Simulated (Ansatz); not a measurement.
Geometry optimisation, Ansatz 0.2.0, RKS PBE0-D4/def2-SVP.

input.yaml

```yaml
crystal:
  periodic: [false, false, false]
  atoms:
    - { symbol: Zr, position_ang: [0.0, 0.0, 0.0] }
    - { symbol: Cl, position_ang: [0.0, 0.0, 2.87] }
    - { symbol: O, position_ang: [1.952, 0.0, -0.6893] }
    - { symbol: H, position_ang: [2.2684, -0.9521, -0.806] }
    - { symbol: Cl, position_ang: [-1.1869, 2.0563, -0.8392] }
    - { symbol: Cl, position_ang: [-1.1869, -2.0563, -0.8392] }
    - { symbol: P, position_ang: [-2.7236, 0.0, 0.905] }
    - { symbol: H, position_ang: [-3.49, -0.8853, 0.1017] }
    - { symbol: H, position_ang: [-2.7734, -0.4268, 2.2584] }
    - { symbol: H, position_ang: [-1.5959, 0.0, 2.2734] }
basis:
  gaussian: { orbitals: def2-SVP }
hamiltonian:
  xc: pbe0
  dispersion: d4
relax:
  f_tol: 0.15
  max_steps: 25
  restrain:
    - { distance: [0, 6], at: 2.57, k: 30.0 }
    - { distance: [9, 1], at: 1.37, k: 30.0 }
    - { distance: [0, 1], at: 3.72, k: 30.0 }
    - { distance: [9, 6], at: 2.62, k: 30.0 }
```

Run as:

```bash
$ ansatz run input.yaml --threads 4 --pin off --max-ram 5120MiB --backend cpu --events-out ev --progress --plain --runs-dir out
```

Where does it end, and by what steps?

It converged. The restraints hold the end off the free minimum; the threshold counts their pulls, which the force column leaves out. Restrained pairs: Zr1–P7 (2.87 → 2.58 Å), Cl2–H10 (1.70 → 1.34 Å), Zr1–Cl2 (2.87 → 3.72 Å), P7–H10 (1.77 → 2.61 Å). After 22 steps the energy has fallen by 3.601 eV (the restraints' own energy left out); H9 moved furthest, 1.88 Å.

```tsv
step	energy less start (eV)	largest force component (eV/Å)	accepted
0	0.0000	2.809	yes
1	-0.3685	2.127	yes
2	-0.6036	3.335	yes
3	-1.1529	2.951	yes
4	-1.9160	1.663	yes
5	-2.3696	1.287	yes
6	-2.6690	1.311	yes
7	-2.8952	1.204	yes
8	-3.0403	1.179	yes
9	-3.0960	1.322	yes
10	-3.1393	1.490	yes
11	-3.1984	1.411	yes
12	-3.2576	1.384	yes
13	-3.3069	1.287	yes
14	-3.3447	1.420	yes
15	-3.4023	1.254	yes
16	-3.4622	1.157	yes
17	-3.5196	0.969	yes
18	-3.5450	1.086	no
19	-3.5464	0.988	yes
20	-3.5651	1.046	yes
21	-3.5755	1.157	yes
22	-3.6011	1.009	yes
```

```xyz
10
Properties=species:S:1:pos:R:3
Zr -0.673 -0.154 -0.539
Cl 0.331 1.308 2.732
O 0.939 -0.896 0.094
H 1.834 -1.006 0.419
Cl -0.685 2.144 -1.002
Cl -1.353 -1.330 -2.448
P -2.426 -0.589 1.304
H -3.566 -0.660 0.443
H -2.197 -1.996 1.390
H -0.940 0.915 2.842
```

Run time: 2.4 min on 4 threads of Arm Neoverse N1 (shared host), peak memory 0.42 GiB.
